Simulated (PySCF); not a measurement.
Compound: GaH2(nPr), C3H9Ga.
Bonds: Ga1–C4, C4–C5, C5–C6. Hydrogens: H2, H3 on Ga1; H7, H8 on C4; H9, H10 on C5; H11, H12, H13 on C6.

Computed, not measured: PBE0-D3(BJ)/def2-SVP geometry optimisation, gas phase in PySCF.

Task: How far are the bound atoms from Ga1?

Result: 3 atoms: H2 1.577 Å, H3 1.578 Å, C4 1.979 Å. The nearest atom not counted as bound is H7, at 2.56 Å (others tie with it).

Task: List the angles at Ga1.

Result: 
```csv
angle,degrees,distance of the outer atoms (Å)
H2–Ga1–C4,121.1,3.10
H3–Ga1–C4,120.2,3.09
H2–Ga1–H3,118.7,2.71
```

Task: What is the shape at Ga1?

Result: Planar: angles 121.1°, 120.2° and 118.7°, sum 360.0°, 0.02 Å off the plane of its three neighbours.

Task: What are the other bond lengths?

Result: C4–C5 1.533 Å; C4–H7, C4–H8 1.104 Å; C5–C6 1.523 Å; C5–H9, C5–H10 1.105 Å; C6–H11, C6–H12, C6–H13 1.102 Å.

Task: Give some angles away from the centre.

Result: Ga1–C4–C5 112.4°, C4–C5–C6 113.3°.

Point group: near Cs, missed by 0.27 Å at most; the miss may be what the optimiser left on a soft mode. Charge 0, singlet. No PBE0-D3(BJ)/def2-SVP frequencies stand behind this structure, so it isn't proved a minimum.

One conformer stands for the species.
